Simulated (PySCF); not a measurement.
Gas-phase reaction: 2 InCl3 + 3 Br2 → 2 InBr3 + 3 Cl2, at 2500 K and a standard pressure of 1 bar. Level: ωB97M-V/def2-TZVP†.

Method: PySCF energies plus ideal-gas RRHO corrections (1 bar). † marks an energy on the PBE0/def2-TZVP geometry and frequencies. All species are closed-shell singlets. In: scalar-relativistic def2 core potential, no spin-orbit coupling. Br: all electrons, no relativistic terms. The harmonic model lacks anharmonicity and excited electronic states, which grow with temperature; levels with a mode under 35 cm⁻¹ are left out. Soft modes under 120 cm⁻¹ make the harmonic entropy rough for InCl3, InBr3.

```
species       E (Ha)  H(2500 K) − E (kJ/mol)  S°(2500 K) (J/mol/K)
-------  -----------  ----------------------  --------------------
InCl3    -1570.81843                   208.1                 514.3
Br2      -5148.01406                    93.6                 323.8
InBr3    -7912.29618                   208.0                 550.1
Cl2       -920.34652                    93.7                 300.1
```
E: electronic energy; H − E holds the zero-point and thermal terms. 1 Ha = 2625.5 kJ/mol.

Task: Work out ΔH°, ΔS°, ΔG° and log10 K from these numbers.

Result: 1. ΔE = 2×(-7912.29618) + 3×(-920.34652) − 2×(-1570.81843) − 3×(-5148.01406) = 0.04712 Ha = 123.7 kJ.
2. Δ(H − E) = 2×(208.0) + 3×(93.7) − 2×(208.1) − 3×(93.6) = 0.1 kJ, so ΔH° = 123.8 kJ.
3. ΔS° = 2×(550.1) + 3×(300.1) − 2×(514.3) − 3×(323.8) = 0.5 J/K; the number of gas molecules stays the same.
4. ΔG° = ΔH° − TΔS° = 123.8 − 2500×(0.5)/1000 = 122.5 kJ.
5. log10 K = −ΔG°/(RT ln 10) = -2.56, with RT ln 10 = 47.86 kJ/mol; at standard pressures the reactants are favoured.
6. A shift of 10 kJ in ΔE would move log10 K by 0.21 here.
For scale, ΔH°(298 K) is 124 kJ at this level, 129 kJ at ωB97X-V/def2-TZVP†, and runs from 103 to 166 kJ over the 18 levels computed.
